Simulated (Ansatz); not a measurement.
Consider the isomerisation: `C/C(O)=[N]\[AlH2]` → `[CH3][AlH][C](=N)O`.

Calculated with Ansatz (gas phase, PBE0-D4/def2-TZVP geometries, no zero-point term in ΔE). CCSD(T)/CBS is the MP2 limit (def2-TZVPP, def2-QZVPP) plus CCSD(T) − MP2 in def2-TZVPP, frozen cores. DFT in def2-TZVPP. One conformer a species, not always the lowest.

```csv
level,ΔE (kcal/mol)
PBE-D4,16.7
ωB97M-V,17.5
B2PLYP,18.8
HF/def2-TZVPP,22.6
HF/def2-QZVPP,22.5
MP2/def2-QZVPP,18.4
SCS-MP2/def2-QZVPP,18.8
HF/CBS(def2),22.5
```

(1) What does CCSD(T)/CBS give? (Best estimate.)

Largest T1 diagnostic among the species: 0.014.

## Answers

(1) Ansatz gave: +17.2 kcal/mol. The listed levels differ from it by -0.5, 0.3, 1.6, 5.4, 5.3, 1.2, 1.6, 5.3 kcal/mol.

From PBE to PBE0 (25 % exact exchange), in def2-TZVPP and without D4, ΔE moves by +1.2 kcal/mol. In def2-TZVPP, CCSD(T) changes the Hartree–Fock value by −4.7 kcal/mol (the triples alone add −0.5 kcal/mol) and MP2 by −3.8 kcal/mol.
